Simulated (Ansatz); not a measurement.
Reaction (ligand exchange at a Ge–N bond): `[F][GeH2][NH][GeH3]` + `NB(O)Cl` → `NB(Cl)[O][GeH3]` + `[NH2][GeH2][F]`

Gas-phase electronic energies from Ansatz, PBE0-D4/def2-TZVP geometries. CBS: MP2 limit from def2 TZ/QZ plus the TZ coupled-cluster correction, frozen cores. DFT in def2-TZVPP. B3LYP here is the variant with VWN-RPA as its local correlation; programs differ in this. HSE06 is defined as in plane-wave codes. For Ge outer-core shells are correlated without core-valence functions, which leaves a few kJ/mol of doubt a bond. Scalar relativity is left out up to krypton. One conformer a species, not always the lowest.

| level | ΔE (kcal/mol) | difference from CCSD(T)/CBS |
| --- | --- | --- |
| PBE-D4 | -2.1 | -0.1 |
| B97M-V | -3.5 | -1.5 |
| B3LYP-D4 | -3.2 | -1.2 |
| HSE06-D4 | -1.9 | 0.1 |
| revPBE | -2.2 | -0.2 |
| B3LYP | -3.3 | -1.3 |
| r2SCANh | -2.5 | -0.5 |
| r2SCAN0 | -2.4 | -0.4 |
| HSE06 | -1.9 | 0.1 |
| CCSD/def2-SVP | -0.8 | 1.2 |
| CCSD(T)/def2-SVP | -0.7 | 1.3 |
| HF/def2-TZVPP | -3.9 | -1.9 |
| CCSD(T)/def2-TZVPP | -2.2 | -0.2 |
| SCS-MP2/def2-QZVPP | -2.5 | -0.5 |
| HF/CBS(def2) | -4.2 | -2.2 |
| CCSD/CBS(def2) | -2.1 | -0.1 |
| CCSD(T)/CBS | -2.0 | 0 |

Largest T1 diagnostic among the species: 0.012.

Leaving LDA and LC-ωPBE aside and taking each functional with its dispersion term where it has one, the values, not all of them listed here, spread over 1.6 kcal/mol, from B97M-V to PBE-QIDH. At CCSD(T), def2-SVP lies +1.3 kcal/mol from the extrapolated value and def2-TZVPP −0.2 kcal/mol. In def2-TZVPP, CCSD(T) changes the Hartree–Fock value by +1.7 kcal/mol (the triples alone add +0.1 kcal/mol) and MP2 by +2.0 kcal/mol.
